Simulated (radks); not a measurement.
The numbers below are computed, except where a source is named.
Question: The mean radii <r> (bohr) of the occupied orbitals of an atom or ion are listed with their occupations. Code: a radial shooting solver on a logarithmic mesh with Libxc functionals. Model: Dirac Kohn-Sham, BLYP, spin-unpolarised, spherical densities, finite nucleus; Fermi nuclear charge, rms radius of each element as measured or else 0.836 A^(1/3) + 0.57 fm.

orbital  occ.      <r>
1s1/2       2  0.01580
2s1/2       2  0.06578
2p1/2       2  0.05388
2p3/2       4  0.06292
3s1/2       2   0.1710
3p1/2       2   0.1615
3p3/2       4   0.1780
3d3/2       4   0.1544
3d5/2       6   0.1594
4s1/2       2   0.3767
4p1/2       2   0.3773
4p3/2       4   0.4118
4d3/2       4   0.4150
4d5/2       6   0.4259
4f5/2       6   0.4338
4f7/2       8   0.4396
5s1/2       2   0.8085
5p1/2       2   0.8492
5p3/2       3   0.9200
5d3/2       4    1.039
5d5/2       1    1.062

Name the element and its charge.

Answer: Z = 83, bismuth, charge +11: Bi11+ in [Kr] 4d10 4f14 5s2 5p(1/2: 2, 3/2: 3) 5d(3/2: 4, 5/2: 1). The 1s radius gives Z: for a bare nucleus <r> = (2 gamma + 1)/(2Z) with gamma = sqrt(1 - (Z/c)^2), 0.01561 bohr for Z = 83, and screening makes it slightly larger (0.01580 here). The occupations add up to 72, and the charge is Z minus that.
